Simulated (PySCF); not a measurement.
Fractional electron number in Mo (molybdenum, neutral)

The 5s alpha orbital of [Kr] 4d5 5s1 is emptied in steps (occupation f), with all orbitals relaxed, ending at [Kr] 4d5. Calculation: PySCF 2.14, in def2-SVP with the def2 core potential (28 electrons); scalar relativity through the core potential. The exact energy is a straight line in f; departures are measured from the line between the end points of the same method.

```
   f  BHandHLYP (eV)  wB97X (eV)  HSE06 (eV)
   1           0.000       0.000       0.000
0.75          -0.251      -0.021      -0.466
 0.5          -0.334      -0.025      -0.623
0.25          -0.251      -0.016      -0.468
   0           0.000       0.000       0.000
```

```json
{"method": "BHandHLYP", "E(f=0) − E(f=1) (eV)": "6.829", "−ε at f=1 (eV)": "5.494", "−ε at f=0.5 (eV)": "6.829"}
{"method": "wB97X", "E(f=0) − E(f=1) (eV)": "6.595", "−ε at f=1 (eV)": "6.478", "−ε at f=0.5 (eV)": "6.607"}
{"method": "HSE06", "E(f=0) − E(f=1) (eV)": "7.319", "−ε at f=1 (eV)": "4.838", "−ε at f=0.5 (eV)": "7.313"}
```

Orbital energy along the path (eV):

```tsv
f	BHandHLYP	wB97X	HSE06
1	-5.494	-6.478	-4.838
0.75	-6.161	-6.545	-6.069
0.5	-6.829	-6.607	-7.313
0.25	-7.498	-6.652	-8.564
0	-8.164	-6.660	-9.820
```

Reference removal energy between the ground levels: 7.092 eV (measured; NIST Atomic Spectra Database, ionization energies).
